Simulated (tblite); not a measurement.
Species: C5H13NSi3.
Geometry (GFN2-xTB, Å), atoms numbered from 1 in this order:
```
atom  x, y, z in Å
C1     3.7642   -0.9771    0.1634
C2     2.9843   -0.0301   -0.3257
C3     1.5727   -0.2286   -0.7484
Si4    0.3784    0.5408    0.5217
C5    -1.4285    0.3950   -0.1139
Si6   -1.9567   -1.4146   -0.4702
Si7   -2.6551    1.2491    1.0854
C8    -1.4955    1.0980   -1.3413
N9    -1.5395    1.6667   -2.3382
H10    4.7757   -0.7797    0.4739
H11    3.4229   -1.9945    0.2654
H12    3.3545    0.9827   -0.4151
H13    1.4084    0.2443   -1.7185
H14    1.3646   -1.2937   -0.8574
H15    0.4730   -0.1678    1.8036
H16    0.7036    1.9597    0.7147
H17   -1.7643   -2.1782    0.7636
H18   -1.1431   -1.9724   -1.5506
H19   -3.3638   -1.4376   -0.8699
H20   -4.0059    1.1707    0.5293
H21   -2.5892    0.5383    2.3622
H22   -2.2711    2.6483    1.2633
```

Computed values, GFN2-xTB/tblite, gas phase, harmonic and unscaled. This tight-binding method is rough: wavenumbers can miss measured ones by several per cent, in bad cases by 10 to 20. Modes of hydrogen on silicon can be 10 to 20 % off. One conformer, not necessarily the lowest.

Harmonic wavenumbers (cm⁻¹): 31.9, 37.6, 65.3, 88.2, 117.9, 120.9, 123.6, 131.8, 162.3, 175.8, 191.6, 241.5, 410.8, 430.8, 442.1, 462.2, 479.4, 510.4, 527.7, 535.7, 550.6, 582.8, 597.1, 708.1, 757.0, 758.8, 772.4, 773.5, 777.4, 783.3, 791.2, 804.1, 805.8, 848.0, 851.6, 882.3, 956.6, 1020.3, 1052.2, 1104.6, 1180.5, 1210.2, 1298.6, 1412.5, 1457.1, 1711.5, 2224.2, 2241.6, 2261.2, 2265.0, 2277.5, 2280.9, 2283.5, 2288.9, 2356.0, 2966.8, 2981.2, 3056.7, 3097.3, 3126.5.

A = 1467, B = 531.3, C = 525.4 MHz; mass 171.036 u (most abundant isotopes); point group C1, symmetry number 1.

Problem. Zero-point energy?

Solution. ½Σν̃ = 32721 cm⁻¹ = 391.43 kJ/mol.

Problem. What is S at 400 K and 1 bar for an ideal gas of classical rigid rotors and harmonic oscillators?

Solution. Translation 179.09, rotation 133.54, vibration 278.12: S = 590.8 J/(mol K).

Problem. And Cp and H(400 K) − H(0)?

Solution. Cp = 280.77 J/(mol K), of which vibrations give 247.51 (their classical limit is 60 R = 498.9); H(400 K) − H(0) = 67.88 kJ/mol without the zero-point energy, 54.58 from vibrations.

Problem. How do the functions run with temperature in this model?

Solution. 
```
T (K)  S (J/(mol K))  Cp (J/(mol K))  H − H(0) (kJ/mol)  G − H(0) (kJ/mol)  ln q(vib)
  100          338.6           112.8               7.43             -26.43       3.73
  200          434.9           173.4              21.67             -65.31       8.45
  300          516.9           233.2              42.08            -112.98      12.84
  500          657.5           317.6              97.87            -230.89      21.05
  800          824.5           392.1             205.34            -454.28      31.92
 1000          915.7           424.4             287.16            -628.51      38.33
```

q(vib) and H(0) count from the zero-point level.

Problem. Blend soft modes into free rotors: weight 1/[1 + (100 cm⁻¹/ν̃)⁴] for the oscillator and the rest for a rotor with moment μB/(μ + B), μ = h/(8π²ν), B = 10⁻⁴⁴ kg m². What vibrational entropy results?

Solution. 251.15 J/(mol K) in place of 278.12, which changes −T·S at 400 K by +10.79 kJ/mol.

Problem. What must be added to the electronic energy to get the Gibbs energy at 400 K and 1 bar?

Solution. ZPE + [H(400 K) − H(0)] − T·S = 391.43 + 67.88 − 236.30 = 223.01 kJ/mol.

Hindered rotation and anharmonicity are outside this model. Other conformers, if any are populated, would add a mixing term that is left out. The structure is chiral; the term R ln 2 for an equal mix with its mirror image is left out.

The run took 2.3 s of wall time on one thread, Arm Neoverse N1 (aarch64), on a shared host. The figure is for the frequency step alone.
